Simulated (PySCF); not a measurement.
Simulation results for B3GeH6, AlGeH4N2, BGeH5NSi

All values are calculated (PySCF 2.14.0). Calculation on a computer-drawn molecule: optimised geometry and harmonic frequencies of an isolated molecule of the commonest isotopes, restricted reference for singlets and unrestricted otherwise, frozen core in MP2; on germanium a core potential holds 10 electrons, which the energies leave out, and 3d is frozen in MP2 and coupled-cluster steps.

Common to all runs: charge 1; multiplicity 1; method HF; basis and core potential on germanium cc-pVDZ-PP ECP10MDF.

(1) B3GeH6

Start structure:
```xyz
10
B3GeH6
B      2.1716    -0.5172    -1.1915
Ge     0.9771    -0.4066     0.3006
B     -0.9730    -0.6057     0.1433
B      1.7695    -0.1171     2.2065
H      2.5229     0.4682    -1.8280
H      2.6111    -1.5246    -1.5469
H     -1.6593     0.3056    -0.0214
H     -1.4782    -1.6619     0.1865
H      1.8884     0.9794     2.5649
H      2.0406    -1.0906     2.8659
```

Settings of this run: basis cc-pVDZ.

Drawn bonds:
| atom | other atom | order |
| --- | --- | --- |
| 1 | 2 | 1 |
| 2 | 3 | 1 |
| 2 | 4 | 1 |
| 1 | 5 | 1 |
| 1 | 6 | 1 |
| 3 | 7 | 1 |
| 3 | 8 | 1 |
| 4 | 9 | 1 |
| 4 | 10 | 1 |

(2) AlGeH4N2

Start structure:
```xyz
8
AlGeH4N2
N      0.0256     2.2801     1.0032
Al     0.5716     0.9895     0.0057
N      1.0131    -0.3198    -1.0755
Ge     1.6737    -1.8265    -1.4864
H     -0.4585     3.1206     0.6426
H      0.1148     2.4299     2.0342
H      1.5488    -2.2022    -2.9108
H      2.3384    -2.7408    -0.4983
```

Settings of this run: basis cc-pV(D+d)Z.

Drawn bonds:
| atom | other atom | order |
| --- | --- | --- |
| 1 | 2 | 1 |
| 2 | 3 | 2 |
| 3 | 4 | 1 |
| 1 | 5 | 1 |
| 1 | 6 | 1 |
| 4 | 7 | 1 |
| 4 | 8 | 1 |

(3) BGeH5NSi

Start structure:
```xyz
9
BGeH5NSi
B      0.7363     1.3835    -2.6527
Ge     0.8866     0.4673    -0.8294
N     -0.3745     0.4532     0.2673
Si    -1.5588     0.5088     1.3801
H     -0.0109     0.9093    -3.4540
H      1.2972     2.3649    -2.8526
H      2.1221    -0.2521    -0.2433
H     -1.6470     1.6493     2.3472
H     -2.4890    -0.6480     1.4745
```

Here we set basis cc-pV(D+d)Z.

Drawn bonds:
| atom | other atom | order |
| --- | --- | --- |
| 1 | 2 | 1 |
| 2 | 3 | 1 |
| 3 | 4 | 2 |
| 1 | 5 | 1 |
| 1 | 6 | 1 |
| 2 | 7 | 1 |
| 4 | 8 | 1 |
| 4 | 9 | 1 |

Q: Give the missing total energy for B3GeH6 (entry 1).
A: -370.5893 hartree

Q: Estimate the rotational constants of AlGeH4N2 (entry 2).
A: 106.4, 1.051, 1.041 GHz

Q: Give the missing total energy for AlGeH4N2 (entry 2).
A: -646.3144 hartree

Q: Give the table of modes values for AlGeH4N2 (entry 2).
A: 
Modes:
| frequency (cm⁻¹) | reduced mass (dalton) |
| --- | --- |
| 78 | 4.633 |
| 84.08 | 6.773 |
| 110.6 | 1.008 |
| 188.6 | 5.168 |
| 239.3 | 11.23 |
| 444.7 | 11.06 |
| 454.4 | 1.215 |
| 666.7 | 1.155 |
| 715.4 | 1.08 |
| 717.1 | 1.252 |
| 949.2 | 2.029 |
| 959.9 | 1.664 |
| 1374 | 13.97 |
| 1651 | 1.1 |
| 2322 | 1.014 |
| 2327 | 1.027 |
| 3755 | 1.052 |
| 3837 | 1.094 |

Q: What total energy does the calculation give for BGeH5NSi (entry 3)?
A: -664.0734 hartree

Further results for B3GeH6 (entry 1):

* rotational constants: 5.096, 5.092, 2.731 GHz
* convergence status largest gradient component: 2.944e-05 hartree/bohr

Optimised structure:
```xyz
10
B3GeH6
B      2.2456    -0.5161    -1.2865
Ge     0.9875    -0.4165     0.3676
B     -1.0691    -0.6177     0.1244
B      1.7847    -0.1172     2.2658
H      2.4972     0.4966    -1.8583
H      2.6691    -1.5823    -1.6020
H     -1.7075     0.3676    -0.0689
H     -1.5340    -1.7111     0.1875
H      1.9129     1.0025     2.6475
H      2.0843    -1.0764     2.9029
```

Modes:
| frequency (cm⁻¹) | reduced mass (dalton) |
| --- | --- |
| 133.3 | 3.219 |
| 133.4 | 3.219 |
| 134.9 | 2.687 |
| 248.8 | 1.016 |
| 248.9 | 1.016 |
| 262.7 | 1.008 |
| 496.8 | 4.409 |
| 546.2 | 5.684 |
| 546.3 | 5.685 |
| 564.2 | 1.166 |
| 564.3 | 1.166 |
| 714.8 | 1.338 |
| 872.3 | 1.27 |
| 957.8 | 1.348 |
| 957.8 | 1.348 |
| 1197 | 1.115 |
| 1197 | 1.115 |
| 1214 | 1.122 |
| 2735 | 1.044 |
| 2735 | 1.044 |
| 2740 | 1.045 |
| 2863 | 1.132 |
| 2863 | 1.132 |
| 2866 | 1.135 |

Further results for AlGeH4N2 (entry 2):

* convergence status largest gradient component: 2.449e-05 hartree/bohr

Optimised structure:
```xyz
8
AlGeH4N2
N      0.0007     2.3281     0.9391
Al     0.5664     0.9263     0.1233
N      1.1122    -0.4267    -0.6644
Ge     1.6698    -1.8053    -1.4577
H     -0.4803     3.0960     0.5034
H      0.1013     2.5040     1.9238
H      1.4677    -1.9870    -2.9472
H      2.3898    -2.9046    -0.7056
```

Further results for BGeH5NSi (entry 3):

- rotational constants: 12.51, 1.59, 1.454 GHz
- convergence status largest gradient component: 2.646e-05 hartree/bohr

Optimised structure:
```xyz
9
BGeH5NSi
B      0.7138     1.3745    -2.6684
Ge     0.8932     0.4446    -0.8106
N     -0.3807     0.4984     0.3246
Si    -1.5302     0.5193     1.4113
H      0.2663     0.7416    -3.5698
H      1.0600     2.5079    -2.7625
H      2.1267    -0.3180    -0.3560
H     -1.6228     1.5812     2.4120
H     -2.5644    -0.5134     1.4565
```

Modes:
| frequency (cm⁻¹) | reduced mass (dalton) |
| --- | --- |
| 97.81 | 3.921 |
| 121.1 | 2.819 |
| 153.5 | 1.129 |
| 191.9 | 1.126 |
| 227.6 | 5.827 |
| 453.7 | 1.052 |
| 507.7 | 7.264 |
| 575.1 | 6.581 |
| 713.9 | 1.237 |
| 745 | 1.23 |
| 776.2 | 1.177 |
| 798.2 | 1.086 |
| 958.2 | 1.321 |
| 1062 | 1.066 |
| 1220 | 1.122 |
| 1437 | 13.2 |
| 2294 | 1.021 |
| 2415 | 1.028 |
| 2440 | 1.059 |
| 2748 | 1.045 |
| 2874 | 1.134 |
